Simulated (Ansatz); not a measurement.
One change: `C[SiH2]O[SiH2]Cl` becomes `C[SiH2]S[SiH2]Cl`.

Ansatz, PBE0-D4/def2-TZVP geometries, multiplicity 1. Each molecule was computed in one conformer, which needn't be the lowest.

| property | `C[SiH2]O[SiH2]Cl` |
| --- | --- |
| LUMO energy (PBE/def2-TZVPP) / eV | -0.68 |
| HOMO–LUMO gap (PBE0/def2-TZVPP) / eV | 8.86 |
| LUMO energy (ωB97M-V/def2-TZVPP) / eV | 1.90 |
| HOMO energy (ωB97M-V/def2-TZVPP) / eV | -10.93 |
| HOMO–LUMO gap (B3LYP/def2-TZVPP) / eV | 8.46 |
| LUMO energy (PBE0/def2-TZVPP) / eV | 0.20 |

(1) What does the change do to each property? (An estimate is asked.)

## Answers

(1) Ansatz gave: 
| property | `C[SiH2]S[SiH2]Cl` | shift |
| --- | --- | --- |
| LUMO energy (PBE/def2-TZVPP) / eV | -0.90 | -0.22 |
| HOMO–LUMO gap (PBE0/def2-TZVPP) / eV | 7.63 | -1.23 |
| LUMO energy (ωB97M-V/def2-TZVPP) / eV | 1.68 | -0.22 |
| HOMO energy (ωB97M-V/def2-TZVPP) / eV | -9.84 | 1.09 |
| HOMO–LUMO gap (B3LYP/def2-TZVPP) / eV | 7.21 | -1.25 |
| LUMO energy (PBE0/def2-TZVPP) / eV | -0.05 | -0.25 |

With PBE0 the HOMO rises by 0.99 eV and the LUMO falls by 0.25 eV, so the gap narrows by about 1.24 eV. PBE moves the HOMO by 0.80 eV and ωB97M-V by 1.09 eV.

Positive LUMOs are unbound, so they and the gaps depend on the basis.

B3LYP here is the variant with VWN-RPA as its local correlation; programs differ in this.
